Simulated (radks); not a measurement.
Results of a calculation; reference values are marked as such.
Ionisation of Al3+, [Ne], to Al4+, [He] 2s2 2p5, under several functionals. Dirac Kohn-Sham, spin-unpolarised, spherical densities, finite nucleus; open shells fill j = l - 1/2 first; a radial shooting solver on a logarithmic mesh with Libxc functionals.

| functional | E(Al3+) (hartree) | Exc (hartree) | IE (eV) | -e(HOMO) (eV) | <r> HOMO (bohr) | IE error (eV) |
|---|---|---|---|---|---|---|
| OLYP | -240.87198 | -17.89077 | 121.44 | 104.42 | 0.5971 | +1.4 |
| LDA (Slater exchange, Perdew-Wang correlation) | -239.79488 | -16.75870 | 121.03 | 104.06 | 0.5983 | +1.0 |
| LDA (Slater exchange, Perdew-Zunger correlation) | -239.79201 | -16.75586 | 121.02 | 104.05 | 0.5983 | +1.0 |
| BP86 | -240.87808 | -17.88549 | 121.09 | 104.08 | 0.5973 | +1.1 |
| PBEsol | -240.24600 | -17.22874 | 120.79 | 103.81 | 0.5982 | +0.8 |
| XLYP | -240.95926 | -17.96254 | 121.10 | 104.10 | 0.5983 | +1.1 |

NIST Atomic Spectra Database: 119.99 eV (measured). Closest: PBEsol. The Delta-SCF values span 0.65 eV, the total energies 1.17 hartree. The highest occupied level is 2p3/2. Spin polarisation and multiplet splitting are left out, so open shells lie too high by an amount that depends on their filling.

Beside tabulated values, note that spin-unpolarised runs miss the spin-polarisation part of the exchange energy of open shells.
